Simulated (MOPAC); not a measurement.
MOPAC input (AM1):

```
AM1 FORCE THERMO(298,298) PRECISE LET CHARGE=1 GEO-OK AUX(PRECISION=9) THREADS=1
HOZn

Zn   -0.32852553 1   -0.16034064 1   -0.25580735 1
O     1.07197479 1    0.41249421 1    0.82255844 1
H     1.02416186 1    1.38048617 1    0.89402835 1
```

Q: Which zero-point energy does it print?

A: 7.09 kcal/mol, from the harmonic wavenumbers of AM1.
